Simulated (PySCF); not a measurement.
# Ionisation energy of O⁴⁺ by level of theory

O⁴⁺ [He] 2s2 → O⁵⁺ [He] 2s1 [2s1/2^1, M_J = 1/2], as a difference of total energies. Calculation: PySCF 2.14, in an even-tempered Gaussian basis (18 s from 0.32 bohr⁻², ratio 2.4; 10 p from 0.41 bohr⁻², ratio 2.4; 5 d from 1.6 bohr⁻², ratio 2.6; 5 f from 2.4 bohr⁻², ratio 2.6); the two-component X2C-1e Hamiltonian. Correlated levels: nothing frozen; the 30 highest virtual spinors dropped. "Screened" scales the spin-orbit matrix elements by Boettger's factors to mimic the two-electron term; Breit and QED terms are absent.

| method | ionisation energy (eV) |
| --- | --- |
| GHF (screened spin-orbit) | 111.10 |
| GMP2 (screened spin-orbit) | 112.83 |

Question: How much does correlation contribute at GMP2 (screened spin-orbit)?

Answer: 112.83 − (111.10) = 1.73 eV, measured against GHF (screened spin-orbit).

MP2 underrates the near-degeneracy of ns² with np² in the lower species.

For comparison: 113.90 eV (measured; NIST Atomic Spectra Database, ionization energies).
